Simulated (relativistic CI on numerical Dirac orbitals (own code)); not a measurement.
Energy levels of Br33+

Method of calculation: Dirac-Coulomb-Breit CI, separate exchange-only KLI orbitals for each configuration, QED by a radiative potential, unscaled Slater integrals (own radial code, finite nucleus).

Configuration list: 1s², 1s2s, 1s2p, 1s3s, 1s3p, 1s3d, 1s4s, 1s4p, 1s4d, 1s4f, 1s5s, 1s5p, 1s5d, 1s5f, 1s5g, 1s6s, 1s6p, 1s6d. Levels of other configurations are missing.

```
No.  Configuration  Term  J   E (Ry)    %  Landé g  jj configuration (%)
  1            1s²    ¹S  0     0.00  100                   closed (100)
  2           1s2s    ³S  1   899.97  100    1.975           1s 2s (100)
  3           1s2p   ³P°  0   903.10  100                 1s 2p1/2 (100)
  4           1s2p   ³P°  1   903.31   81    1.379         1s 2p1/2 (97)
  5           1s2s    ¹S  0   903.33  100                    1s 2s (100)
  6           1s2p   ³P°  2   907.49  100    1.484        1s 2p3/2 (100)
  7           1s2p   ¹P°  1   909.21   81    1.096         1s 2p3/2 (97)
  8           1s3s    ³S  1  1067.43  100    1.978           1s 3s (100)
  9           1s3p   ³P°  0  1068.29  100                 1s 3p1/2 (100)
 10           1s3s    ¹S  0  1068.32  100                    1s 3s (100)
 11           1s3p   ³P°  1  1068.35   80    1.378         1s 3p1/2 (98)
 12           1s3p   ³P°  2  1069.60  100    1.487        1s 3p3/2 (100)
 13           1s3d    ³D  2  1070.02   62    1.090        1s 3d3/2 (100)
 14           1s3d    ³D  1  1070.04  100    0.505        1s 3d3/2 (100)
 15           1s3p   ¹P°  1  1070.07   80    1.105         1s 3p3/2 (98)
 16           1s3d    ³D  3  1070.45  100    1.324        1s 3d5/2 (100)
 17           1s3d    ¹D  2  1070.49   62    1.066        1s 3d5/2 (100)
 18           1s4s    ³S  1  1125.46  100    1.979           1s 4s (100)
 19           1s4p   ³P°  0  1125.81  100                 1s 4p1/2 (100)
 20           1s4s    ¹S  0  1125.82  100                    1s 4s (100)
 21           1s4p   ³P°  1  1125.83   80    1.378         1s 4p1/2 (98)
 22           1s4p   ³P°  2  1126.36  100    1.489        1s 4p3/2 (100)
 23           1s4d    ³D  2  1126.54   63    1.093        1s 4d3/2 (100)
 24           1s4d    ³D  1  1126.54  100    0.507        1s 4d3/2 (100)
 25           1s4p   ¹P°  1  1126.56   80    1.108         1s 4p3/2 (98)
 26           1s4d    ³D  3  1126.72  100    1.325        1s 4d5/2 (100)
 27           1s4f   ³F°  3  1126.73   57    1.038        1s 4f5/2 (100)
 28           1s4f   ³F°  2  1126.74  100    0.671        1s 4f5/2 (100)
 29           1s4d    ¹D  2  1126.74   63    1.067        1s 4d5/2 (100)
 30           1s4f   ³F°  4  1126.82  100    1.243        1s 4f7/2 (100)
 31           1s4f   ¹F°  3  1126.83   57    1.039        1s 4f7/2 (100)
 32           1s5s    ³S  1  1152.15  100    1.979           1s 5s (100)
 33           1s5p   ³P°  0  1152.33  100                 1s 5p1/2 (100)
 34           1s5s    ¹S  0  1152.34  100                    1s 5s (100)
 35           1s5p   ³P°  1  1152.34   80    1.378         1s 5p1/2 (98)
 36           1s5p   ³P°  2  1152.61  100    1.489        1s 5p3/2 (100)
 37           1s5d    ³D  2  1152.70   63    1.094        1s 5d3/2 (100)
 38           1s5d    ³D  1  1152.70  100    0.508        1s 5d3/2 (100)
 39           1s5p   ¹P°  1  1152.71   80    1.109         1s 5p3/2 (98)
 40           1s5d    ³D  3  1152.79  100    1.326        1s 5d5/2 (100)
 41           1s5f   ³F°  3  1152.80   57    1.039        1s 5f5/2 (100)
 42           1s5f   ³F°  2  1152.80  100    0.672        1s 5f5/2 (100)
 43           1s5d    ¹D  2  1152.80   63    1.067        1s 5d5/2 (100)
 44           1s5f   ³F°  4  1152.85  100    1.244        1s 5f7/2 (100)
 45           1s5g    ³G  4  1152.85   55    1.021        1s 5g7/2 (100)
```

Energies count from the lowest computed level; ° marks odd parity. Filled j subshells are mostly left out of the jj labels.

The mean weight of the leading LS term, summed over parents, in these 45 levels is 88 %, and that of the leading jj configuration (from the same eigenvectors) 100 %, so jj coupling describes them better and the LS labels are nominal.

At this charge energies of transitions that change n are usually good to better than 1 %, and those within a shell (Δn = 0) to a few per cent.

LS names give the leading component of a level, which can be under half, so a name can repeat, a term be missing and a line seem to break the LS rules.
